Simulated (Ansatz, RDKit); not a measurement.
Dimer: H2S (SMILES S) (first 3 atoms) with AsH3 (SMILES [AsH3]); geometry from B3LYP-D3(BJ)/def2-TZVP, rigid monomers moved along the line of their centres of mass till S1···As4 is 4.33 Å.
(charge 0, multiplicity 1):
```xyz
7

S     -0.2802     0.3788     0.3564
H     -0.4254    -0.9557     0.3469
H      1.0057     0.2911     0.7316
As    -0.0122    -0.7809     4.5236
H     -1.4817    -1.0228     4.2052
H     -0.2194     0.7237     4.6288
H     -0.2390    -0.9816     6.0211
```

Counterpoise-corrected where a basis set is named; no monomer relaxation. RDKit's UFF carries no charges.

Correlated levels freeze the cores. Filled d and f shells under p-block atoms count as core.

The values were computed with Ansatz (Gaussian basis) for Hartree–Fock, density functionals and correlated methods; RDKit for the force fields. Values without a source in brackets are computed.

Q: Estimate the interaction energy that UFF returns for this input.

A: -0.6 kcal/mol

Ansatz is an electronic-structure program.
